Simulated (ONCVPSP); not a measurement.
What one change does to a pseudopotential (Re, ONCV)

rhenium (Re), optimised norm-conserving Vanderbilt (ONCV), made with ONCVPSP 4.0.1 (PBE, scalar-relativistic). Core [Kr] 4d10, reference 4f13 5s2 5p6 5d6 6s2. Waves: 5s+6s: rc 1.95 bohr, ncon 4, nbas 9, qcut 7.2 1/bohr, 2 projectors; 5p: rc 1.60 bohr, ncon 4, nbas 9, qcut 8.2 1/bohr, 2 projectors, debl 3.4 Ha; 5d: rc 2.25 bohr, ncon 3, nbas 7, qcut 8.5 1/bohr, 2 projectors, debl 2.7 Ha; 4f: rc 0.75 bohr, ncon 4, nbas 8, qcut 18.8 1/bohr, local. Local part: the f channel. Core correction: Teter function, fcfact 2.75, rcfact 1.05.

Change: s: qcut 7.8; p: qcut 8.9; d: qcut 9.3; f: qcut 20.5.

Cutoffs: the cutoffs (Ha) at which the residual kinetic energy of the hardest occupied pseudo-wave falls to 1 and 0.1 mHa per electron; they do not see the model core or the augmentation charge, which bear on the density cutoff. Errors are all-electron minus pseudo energies relative to the spin-unpolarised reference configuration.

Problem. How do hardness, ghosts and transferability respond?

Solution. The potential gets softer (385 Ha and 503 Ha → 203 Ha and 442 Ha); the bound ghosts move from p, s to d, p, s; the lowest positive-energy flag moves from d at 14.0 eV to s at 71.9 eV; of the 4 tests that both files solve, the error grows in 4 and shrinks in 0 by more than 15 % and 0.3 meV (median size 289.8 → 372.8 meV).

| quantity | base | changed |
| --- | --- | --- |
| cutoff, loose | 385 Ha | 203 Ha |
| cutoff, tight | 503 Ha | 442 Ha |
| loose cutoff by channel | s 15 Ha, p 23 Ha, d 16 Ha, f 385 Ha | s 17 Ha, p 26 Ha, d 16 Ha, f 203 Ha |
| bound ghosts | s, p | s, p, d |
| GHOST(+) flags under 300 eV | d at 14.0 eV, s at 109.9 eV | s at 71.9 eV |
| error for 4f14 5s2 5p6 5d5 6s2, meV [ΔE -41.21 eV] | -376 | -452 |
| error for 4f14 5s2 5p6 5d5 6s1, meV [ΔE -31.96 eV] | -286 | -370 |
| error for 4f14 5s2 5p6 5d5 6s0, meV [ΔE -15.64 eV] | -172 | -267 |
| error for 4f14 5s2 5p6 5d5 6s1 6p1, meV [ΔE -36.43 eV] | -294 | -376 |
| s: phases at 1.97 bohr within 0.05 rad from the reference energy up to (Ha; the scan ends near 5) | 3.4 | 2.5 |
| p: phases at 1.62 bohr within 0.05 rad from the reference energy up to (Ha; the scan ends near 5) | to the end of the scan | to the end of the scan |
| d: phases at 2.28 bohr within 0.05 rad from the reference energy up to (Ha; the scan ends near 5) | to the end of the scan | to the end of the scan |
| f: phases at 0.76 bohr within 0.05 rad from the reference energy up to (Ha; the scan ends near 5) | 2.6 | 3.1 |
| rms error of d²Exc/dni dnj with the model core, mHa | 4.77 | 4.69 |

 A true bound ghost makes a file unfit for plane-wave use even where its test errors are small: the radial tests pick states by their node count and pass the ghost by.
